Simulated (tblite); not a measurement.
Species: C5H5OS (doublet state).
Z-matrix (Å and degrees, GFN2-xTB geometry), rows numbered from 1:
```
S 
C   1  1.8175
C   2  1.4812  1  108.90
C   3  1.3686  2  131.29  1    78.50
C   4  1.4135  3  106.10  2  -178.18
C   5  1.3616  4  105.93  3     0.46
O   6  1.3426  5  110.69  4    -0.08
H   2  1.0898  1  107.62  3  -120.24
H   2  1.0897  1  107.27  3   121.03
H   4  1.0707  3  126.52  2     2.18
H   5  1.0703  4  126.94  3  -179.56
H   6  1.0717  5  132.07  4  -179.76
```

The geometry is computed with GFN2-xTB (gas phase). This method treats the open shell by occupation alone, without spin polarisation.

Take the most abundant isotopes and a rigid rotor. The values belong to one conformer with, in the numbering `[S:1][CH2:2][c:3]1[cH:4][cH:5][cH:6][o:7]1`, S1–C2–C3–C4 79°.

(1) What are A, B and C (GHz)?

(2) Classify the top.

(3) Is it planar, by Δ = Ic − Ia − Ib?

(4) Give the coordinates in the principal-axis frame, origin at the centre of mass.

(5) List the rotational levels J(Ka,Kc) to J = 4 (MHz).

(6) Estimate the classical rotational partition function at 100 K, 200 K and 298.15 K.

Answers

(1) Ia = 83.87, Ib = 375.27, Ic = 404.43 u·Å²; 505379 MHz·u·Å²/I gives 6026, 1347 and 1250 MHz, that is A = 6.0256, B = 1.3467, C = 1.2496 GHz.

(2) A near-prolate asymmetric top: κ = (2 × 1347 − 6026 − 1250)/(6026 − 1250) = -0.96.

(3) Not planar: Δ = Ic − Ia − Ib = -54.71 u·Å². For a rigid frame Δ = −2 Σ m c², so Σ m c² = 27.36 u·Å² lies off the ab plane: 5.57 from hydrogen and 21.78 from heavier atoms. The atom farthest from that plane is 1.75 Å away.

(4) The sense of each axis is arbitrary; atoms in the order of the calculation.
```csv
atom,mass (u),a (Å),b (Å),c (Å)
S1,31.972,2.293,0.109,0.437
C2,12.000,1.130,-0.271,-0.907
C3,12.000,-0.251,-0.022,-0.430
C4,12.000,-0.958,1.140,-0.279
C5,12.000,-2.213,0.768,0.254
C6,12.000,-2.173,-0.586,0.396
O7,15.995,-0.989,-1.070,-0.010
H8,1.008,1.265,-1.319,-1.174
H9,1.008,1.387,0.371,-1.749
H10,1.008,-0.623,2.126,-0.524
H11,1.008,-3.028,1.419,0.496
H12,1.008,-2.894,-1.292,0.757
```

(5) Above 0(0,0):
J = 1: 1(0,1) 2596, 1(1,1) 7275, 1(1,0) 7372
J = 2: 2(0,2) 7787, 2(1,2) 12371, 2(1,1) 12662, 2(2,1) 26699, 2(2,0) 26700
J = 3: 3(0,3) 15570, 3(1,3) 20013, 3(1,2) 20596, 3(2,2) 34488, 3(2,1) 34495, 3(3,1) 58126, 3(3,0) 58126
J = 4: 4(0,4) 25941, 4(1,4) 30201, 4(1,3) 31172, 4(2,3) 44872, 4(2,2) 44894, 4(3,2) 68514, 4(3,1) 68514, 4(4,1) 101603, 4(4,0) 101603
The levels of one J sum to (2J + 1)J(J + 1)(A + B + C)/3.

(6) Point group C1, symmetry number σ = 1; q = (√π/σ)·√((kT/h)³/(ABC)), k/h = 20836.6 MHz/K: 52900 at 100 K, 150000 at 200 K, 273000 at 298.15 K.

For this open shell read J as N, the rotation without spin; fine and hyperfine splittings come on top. Its GFN2-xTB frequencies are all real (lowest 40 cm⁻¹). No vibrational averaging or centrifugal distortion is included, and the geometry carries the error of its method.
